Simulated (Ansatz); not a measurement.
Relaxation of ClH₃Te (5 atoms, charge 0, multiplicity 1), to a largest force component of 0.02 eV/Å in at most 40 steps.

Level of theory: RKS B3LYP-D4/def2-SVP (Ansatz).

```xyz
5
Properties=species:S:1:pos:R:3
Cl -0.052 -0.254 -2.606
H 0.256 0.009 -1.345
Te 0.617 -0.249 1.124
H 0.135 1.196 1.716
H -0.956 -0.702 1.111
```

Problem. Where does it end, and by what steps?

Solution. It converged. The force dipped under the threshold on the way, but the program's further checks kept it going. After 16 steps the energy has fallen by 0.055 eV; H5 moved furthest, 0.34 Å.

```csv
step,energy less start (eV),largest force component (eV/Å),accepted
0,0.0000,0.653,yes
1,-0.0329,0.452,yes
2,-0.0456,0.381,yes
3,-0.0449,0.573,no
4,-0.0497,0.016,yes
5,-0.0501,0.031,yes
6,-0.0513,0.053,yes
7,-0.0407,0.660,no
8,-0.0530,0.020,yes
9,-0.0521,0.346,no
10,-0.0539,0.098,yes
11,-0.0543,0.120,yes
12,-0.0538,0.201,no
13,-0.0549,0.039,yes
14,-0.0551,0.003,yes
15,-0.0552,0.032,yes
16,-0.0552,0.004,yes
```

```xyz
5
Properties=species:S:1:pos:R:3
Cl 0.014 0.012 -2.711
H 0.267 -0.142 -1.440
Te 0.588 -0.328 1.272
H 0.132 1.270 1.447
H -1.002 -0.812 1.432
```

Run time: 85 s on 1 CPU thread of a shared host.
